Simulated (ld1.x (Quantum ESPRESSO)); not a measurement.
**What one change does to a pseudopotential (Sn (Z = 50), TM)**

Sn, norm-conserving Troullier–Martins (Kleinman–Bylander form), made with ld1.x (Quantum ESPRESSO) 7.5 (PBE, scalar-relativistic). Core [Kr], reference 4d10 5s1.5 5p2.5. Waves: 5s (bound): rc 1.70 bohr; 5p (bound): rc 1.85 bohr; 4d (bound): rc 1.70 bohr. Local part: all-electron potential smoothed inside 1.50 bohr (lloc = -1). Core correction: Bessel-smoothed model core, default radius (core density twice the valence density).

Change: local potential the s channel.

Cutoffs: the cutoffs (Ry, on a coarse ladder) from which the occupation-weighted sum of valence levels, in a spherical-Bessel basis at the reference potential, stays within 10 and 1 mRy of its value at 400 Ry; they do not see the model core or the augmentation charge, which bear on the density cutoff. Errors are all-electron minus pseudo energies relative to the spin-unpolarised reference configuration.

Question: What does the change do?

Answer: The potential gets harder (80 Ry and 120 Ry → 80 Ry and 140 Ry); the bound ghost in s disappears; of the 7 tests that both files solve, the error grows in 0 and shrinks in 6 by more than 15 % and 0.3 meV (median size 6.5 → 1.4 meV); the range in which the s phases agree narrows (upper end 4.8 → 2.7); the range in which the p phases agree widens (upper end 0.0 → at the end of the scan). In the separable form a ghost depends on how the local part lies against the semilocal potential of the channel, so the choice of the local part can create or remove one.

| quantity | base | changed |
| --- | --- | --- |
| cutoff, loose | 80 Ry | 80 Ry |
| cutoff, tight | 120 Ry | 140 Ry |
| loose cutoff by channel (10 mRy a level) | s 21 Ry, p 10 Ry, d 60 Ry | p 25 Ry, d 70 Ry, s 21 Ry |
| bound ghosts | s | none |
| error for 4d10 5s2 5p2, meV [ΔE -3.46 eV] | +1.0 | +0.1 |
| error for 4d10 5s2 5p1, meV [ΔE 3.42 eV] | +1.4 | -1.4 |
| error for 4d10 5s2 5p0, meV [ΔE 17.37 eV] | -6.5 | -4.7 |
| error for 4d10 5s1 5p2, meV [ΔE 11.06 eV] | +22 | -0.4 |
| error for 4d9 5s2 5p2, meV [ΔE 29.23 eV] | +606 | -238 |
| error for 4d10 5s1 5p0, meV [ΔE 48.34 eV] | -22 | -17 |
| error for 4d10 5s1 5p3, meV [ΔE 3.52 eV] | +0.9 | -0.6 |
| s: phases at 2.00 bohr within 0.05 rad from the reference energy up to (Ry; the scan ends near 5) | 4.8 | 2.7 |
| p: phases at 2.00 bohr within 0.05 rad from the reference energy up to (Ry; the scan ends near 5) | 0.0 | to the end of the scan |
| d: phases at 2.00 bohr within 0.05 rad from the reference energy up to (Ry; the scan ends near 5) | 2.3 | 0.5 |

 A true bound ghost makes a file unfit for plane-wave use even where its test errors are small: the radial tests pick states by their node count and pass the ghost by.
